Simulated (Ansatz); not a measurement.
The same path of B$_{2}$BrH$_{3}$Si (7 atoms, charge 0, multiplicity 1) was run twice with different band settings. Made: B2–H7.

All numbers below come from UKS B3LYP/def2-SVP (Ansatz 0.2.0).

Relaxed end points:

```xyz
7
Properties=species:S:1:pos:R:3
Br -1.720 -2.182 1.108
B -0.193 -1.329 0.505
B 0.982 -0.484 -0.027
Si -0.059 1.043 -0.372
H 2.160 -0.588 -0.215
H -1.525 1.125 -0.119
H 0.415 2.347 -0.926
```

```xyz
7
Properties=species:S:1:pos:R:3
Br -1.399 -2.111 1.021
B -0.341 -0.672 0.299
B 1.191 -0.341 -0.117
Si 0.148 1.145 -0.448
H 2.302 -0.767 -0.179
H -0.657 2.373 -0.731
H -1.184 0.306 0.111
```

Common settings: movable images 5; climbing image yes; spring 5.0 eV/Å²; optimiser quadratic models (default); force threshold 0.05 eV/Å; iteration limit 60; end points relaxed.

| run | start path |
| --- | --- |
| 1 | through a guess of the saddle point |
| 2 | straight line |

Question: What does each run give, and how far can it be trusted?

Answer: Run 1: converged after 23 iterations, highest image 1.041 eV above the first end. The profile has 2 maxima (images 3, 5) with wells between them (image 4): this band takes more than one step, which may be the mechanism or a detour left from its start path. A vibrational analysis at the climbing image gives 2 clearly imaginary modes (694i, 53i cm⁻¹): a point of higher order, so a lower path passes nearby.
Run 2: converged after 17 iterations, highest image 1.042 eV above the first end. The profile has 2 maxima (images 3, 5) with wells between them (image 4): this band takes more than one step, which may be the mechanism or a detour left from its start path. Another band between the same ends (5 images) ends at a top of the same energy, where a vibrational analysis finds 2 clearly imaginary modes.
